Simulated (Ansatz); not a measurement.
Mulliken charges of CF2I, SMILES `F[C](F)I` radical from ωB97M-V/def2-TZVPP in Ansatz (PBE0-D4/def2-TZVP geometry).

| atom | x (Å) | y (Å) | z (Å) | charge (e) |
| --- | --- | --- | --- | --- |
| F1 | 1.211 | 0.084 | 0.646 | -0.120 |
| C2 | -0.053 | -0.099 | 0.340 | 0.187 |
| F3 | -0.253 | -1.355 | 0.012 | -0.120 |
| I4 | -0.851 | 1.310 | -1.018 | 0.054 |

Q: By hand: the dipole of these point charges (1 e Å = 4.8032 D).

A: Σ q r = (-0.171, 0.205, -0.070) e Å, of length 0.276 e Å = 1.33 D.

Q: How does the dipole of the full density compare? (Estimate.)

A: The calculation gave: (-0.060, 0.089, -0.063) e Å, 0.60 D; the point charges give 2.22 times that, at 17° from its direction.

Point charges leave out the atoms' own dipoles, such as those of lone pairs, and Mulliken's split depends on the basis, so the two needn't agree.
